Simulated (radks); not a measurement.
Excited configurations of Cr VI: one electron is placed in a higher orbital outside [Ar]. The ground configuration is [Ar] 3d1. Method: Dirac Kohn-Sham, PBE, spin-unpolarised, spherical densities, point nucleus; open shells fill j = l - 1/2 first; computed with a radial shooting solver on a logarithmic mesh with Libxc functionals. Excitation = E - E(ground); binding = E(ion) - E, where the ion is the core of charge +6; n* = 6/sqrt(2 binding) in atomic units, and the quantum defect is n - n*.

outer orbital  excitation (eV)  binding (eV)     n*  quantum defect  eigenvalue (eV)  <r> (bohr)
4f5/2                   58.663        31.929  3.917           0.083          -28.200       2.768
5s1/2                   56.594        33.998  3.796           1.204          -31.476       3.666
6d3/2                   73.745        16.847  5.392           0.608          -15.588       6.884
6f5/2                   75.966        14.626  5.787           0.213          -13.454       7.447
7s1/2                   75.847        14.745  5.763           1.237          -13.753       8.415
7p1/2                   76.862        13.730  5.973           1.027          -12.800       8.887
7d3/2                   78.517        12.076  6.369           0.631          -11.232       9.798
7f5/2                   79.846        10.746  6.751           0.249           -9.958       10.53

The Delta-SCF ionisation energy is 90.592 eV (NIST Atomic Spectra Database: 90.635 eV, measured). Self-interaction in the functional shifts the binding energies and quantum defects, so they are the method's values and not measured ones. Spin polarisation and multiplet splitting are left out, so open shells lie too high by an amount that depends on their filling.

Beside tabulated values, note that spin-unpolarised runs miss the spin-polarisation part of the exchange energy of open shells.
